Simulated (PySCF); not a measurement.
Species: C5H6ClF2O (doublet state).
Z-matrix (Å and degrees, GFN2-xTB geometry), rows numbered from 1:
```
F 
C   1  1.3834
O   2  1.3577  1  110.59
C   3  1.4516  2  114.57  1   -65.81
C   4  1.4750  3  111.71  2   -51.86
C   5  1.4806  4  116.30  3    50.67
C   6  1.5369  5  107.90  4   -50.39
F   7  1.3651  2  107.52  1  -171.92
Cl  7  1.7827  2  109.87  1   -55.73
H   2  1.0984  1  107.04  3   117.05
H   4  1.1023  3  107.05  2    69.94
H   4  1.0887  3  104.44  2  -174.12
H   5  1.0731  4  121.09  3  -114.04
H   6  1.0971  5  111.25  4    65.94
H   6  1.0895  5  112.41  4  -171.16
```

The hyperfine couplings belong to this conformer and change with its torsions.

The species is `F[C@@H]1OC[CH]C[C@]1(F)Cl` [radical].

Theory: UKS B3LYP, pcH-1 on C Cl F H O, non-relativistic, mean-field spin-orbit, GIAO (PySCF). Isolated species at its GFN2-xTB geometry (one conformer only). A GFN2-xTB geometry isn't a minimum of the functional, and hyperfine couplings can be far from their values at a DFT geometry. No stability test was run, so a lower SCF solution isn't excluded.

Question: Break the g tensor into its mass correction, gauge correction and orbital-Zeeman/spin–orbit terms.

Answer: 
```csv
Δg (ppm),1,2,3
relativistic mass correction,-156,-156,-156
gauge correction,0,43,33
orbital Zeeman/spin–orbit,258,471,1543
total,102,357,1420
```

So g = 2.00242, 2.00268, 2.00374 and g_iso = 2.00295; the tensor is rhombic: the two nearest values differ by 19 % of g3 − g1. 

Question: Average each term over the three axes. Which is largest in size?

Answer: The orbital-Zeeman/spin–orbit term 757, the mass correction -156 and the gauge correction 25 ppm, for a total of 626 ppm. The orbital-Zeeman/spin–orbit term is the largest in size. The mass correction is the same along every axis, so the anisotropy comes from the other two: their spans along these axes are 43 (gauge) and 1286 ppm (orbital Zeeman/spin–orbit).

Question: At 34.08 GHz, how far is the centre of the isotropic spectrum from where a free electron (g = 2.002319) resonates?

Answer: B = hν/(g μB) with μB/h = 13.99624 MHz/mT gives 1216.06 mT for the free electron and 1215.68 mT at g_iso, 0.38 mT lower.

Question: What are the electron Larmor frequencies g μB B/h along the three axes at 350 mT?

Answer: 9.8092, 9.8105, 9.8157 GHz for g1, g2 and g3, a range of 6.5 MHz.

Question: In a frozen sample, at which fields do the three g values resonate at 9.5, 34, 94 and 263 GHz (hyperfine left aside), and which band first spreads them over more than twice a line width of 1.0 mT?

Answer: 
| band | GHz | B(g3) mT | B(g2) mT | B(g1) mT | spread mT |
| --- | --- | --- | --- | --- | --- |
| X | 9.5 | 338.74 | 338.92 | 338.97 | 0.22 |
| Q | 34.0 | 1212.34 | 1212.99 | 1213.14 | 0.80 |
| W | 94.0 | 3351.78 | 3353.56 | 3353.98 | 2.21 |
| J | 263.0 | 9377.84 | 9382.82 | 9384.02 | 6.18 |

The spread grows in proportion to the frequency. W band is the first where it exceeds 2.0 mT.

The Mulliken spin populations are largest on C5 (+1.01), C6 (-0.08) and C4 (-0.06). No atom but C5 exceeds +0.15. The angles at C5 add up to 358.2°, so it is nearly planar; its axial dipolar tensor and the negative coupling of its proton fit spin in a p orbital normal to that plane.

The HOMO–LUMO gaps are 6.74 eV among the α and 5.60 eV among the β orbitals.
